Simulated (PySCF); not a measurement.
1,2-BN cyclohexene, C4H10BN.
Atom-mapped SMILES: `[BH:1]1[CH2:2][CH2:3][CH2:4][CH2:5][NH:6]1` (hydrogens: H7 on B1; H8, H9 on C2; H10, H11 on C3; H12, H13 on C4; H14, H15 on C5; H16 on N6)

Computed with PySCF at wB97X-D/pcSseg-2, non-relativistic, on one gas-phase PBE0-D3(BJ)/def2-TZVP geometry that isn't relaxed in the solvent. The solvent is an IEF-PCM continuum (Bondi radii, 1.10 Å for H, scaled by 1.2). Only the electrostatic response of the medium enters.

Gas phase at wB97X-D/pcSseg-2: HOMO -9.38 eV, LUMO 2.12 eV, dipole 1.56 D.

Q: What does the continuum do to the energy, the frontier levels and the dipole at wB97X-D/pcSseg-2 in chloroform?

A: 
| solvent | ε | E(solvent) − E(gas) (kcal/mol) | polarisation term (kcal/mol) | distortion of the solute (kcal/mol) | HOMO (eV) | LUMO (eV) | dipole (D) |
| --- | --- | --- | --- | --- | --- | --- | --- |
| chloroform | 4.711 | -1.60 | -1.76 | 0.16 | -9.29 | 2.22 | 1.94 |

Polarisation term: ½ Σ q·V over the induced surface charges. Distortion: the rise of the solute's own energy as its density leaves the gas-phase optimum.

Q: Which radius a makes the point-dipole formula ΔE = −[(ε − 1)/(2ε + 1)]·μ²/a³ give the value in chloroform, with the gas-phase dipole?

A: μ = 0.612 au and |ΔE| = 0.00255 Eh give a = 1.98 Å; the farthest nucleus lies 2.80 Å from the centroid of the nuclei, so such a sphere wouldn't even hold the nuclei. The formula assumes a rigid point dipole at the centre of a sphere.

The run took 56 s on one thread, Intel Xeon 6975P-C (x86_64), shared host with 192 logical CPUs at a one-minute load of 17, and the process peaked at 1.9 GiB of memory. This is the whole shielding run at wB97X-D/pcSseg-2 in chloroform, SCF included.

Note: wB97X-D ran without an empirical dispersion term, which enters the total energy and its gradient alone.
